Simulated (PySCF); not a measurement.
Computed shifts of a molecule C3H7BO2, PySCF with PBE/pcSseg-1, GIAO, gas phase, equivalent atoms averaged, in ppm (number of nuclei): ¹³C: 162.6 (1), 11.5 (2). ¹H: 8.55 (1), 1.20 (3), 1.00 (3). References: ¹³C against TMS (σ = 182.0 ppm); ¹¹B against BF3 (σ = 83.9 ppm); ¹⁷O against H2O (σ = 334.3 ppm); ¹H against TMS (σ = 31.49 ppm), references at their B3LYP-D3(BJ)/def2-TZVP geometries, non-relativistic. The structure is a stationary point at B3LYP-D3(BJ)/def2-SVP. The values are those of a single conformer.

Question: Which structure fits?
(A) OB1CC(O)C1
(B) CB(O)C(C)=O
(C) CB(C)OC=O
(D) CCB(O)C=O

Answer: C, CB(C)OC=O
